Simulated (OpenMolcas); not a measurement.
## Tc4+ in a point-charge field

Tc4+ among 3 point charges of -3 e arranged as a planar triangle (D3h), 2.31 Å from the ion.
```
   2.3100    0.0000    0.0000  -3.00
  -1.1550    2.0005    0.0000  -3.00
  -1.1550   -2.0005    0.0000  -3.00
```

```
Program             : OpenMolcas 26.06
Method              : CASSCF
Basis               : ANO-RCC-VDZP [6s5p3d1f]
Scalar Hamiltonian  : DKH2, point nucleus
Active space        : 3 electrons in 5 orbitals (4d)
State averaging     : 2S+1 = 4 even, 10 roots; 2S+1 = 2 even, 40 roots
Spin-orbit coupling : RASSI with atomic mean-field integrals over the reference wave functions
```

The lowest spin-free states (labels of D3, the rotations of D3h), above the lowest:

```
State  Degeneracy  E (cm-1)  Free-ion L (%)
  4A2           1       0.0          P (53)
  4A1           1      3066         F (100)
  4A2           1      3072         F (100)
   4E           2      6406          F (87)
   4E           2      6545         F (100)
  2A2           1     13527          H (82)
   2E           2     14084          H (72)
   2E           2     15580          D (36)
   2E           2     15930          G (55)
  2A1           1     16668          G (92)
   2E           2     17667          G (52)
  2A2           1     19201          G (79)
  2A1           1     19209          G (79)
  4A2           1     19834          F (53)
   2E           2     20634          P (52)
   2E           2     22346          G (80)
   2E           2     24691          D (51)
  2A1           1     24926          H (74)
  2A2           1     24942          H (75)
  2A2           1     27208          P (88)
```

The lowest levels with spin-orbit coupling:

```tsv
E (cm-1)	Degeneracy	Label	2S+1	g
0.0	2	E1/2	4	1.98 3.18 3.18
38.4	2	E3/2	4	0.00 0.00 5.93
1431	2	E3/2	4	0.00 0.00 0.09
2599	2	E1/2	4	0.02 0.02 4.08
3774	2	E1/2	4	0.01 0.01 8.04
4935	2	E3/2	4	0.00 0.00 11.98
5066	2	E1/2	4	0.31 0.31 1.42
5682	2	E3/2	4	0.00 0.00 2.78
6103	2	E1/2	4	0.27 0.27 3.95
6407	2	E1/2	4	0.00 0.00 6.97
7043	2	E1/2	4	0.51 0.58 0.58
7662	2	E3/2	4	0.00 0.00 3.18
7980	2	E1/2	4	0.02 0.02 9.92
8051	2	E1/2	4	0.02 0.02 6.89
12938	2	E1/2	2	1.11 3.76 3.76
14174	2	E3/2	2	0.00 0.00 3.35
14532	2	E1/2	2	0.90 5.50 5.50
14579	2	E3/2	2	0.00 0.00 3.34
15861	2	E1/2	2	0.00 0.00 5.87
15945	2	E1/2	2	0.78 2.75 2.75
```

Powder χT (cm3 K/mol): 0.789 at 2 K, 0.928 at 10 K, 1.28 at 50 K, 1.36 at 100 K, 1.41 at 200 K, 1.44 at 300 K. The effective moment at 300 K is 2.828 √(χT) = 3.39 μB.

The lowest level has 2S+1 = 4, for which the spin-only value is χT = S(S+1) / 2 = 1.875 cm3 K/mol (g = 2). The computed 1.439 at 300 K differs by -0.436, through orbital momentum, spin-orbit coupling and any other state in reach.

Without dynamic correlation the repulsion within the d shell is too large (B by tens of per cent), so at a given field states of lower spin stand too high. This is an electrostatic model: the charges have no orbitals. No measured value stands beside these numbers.
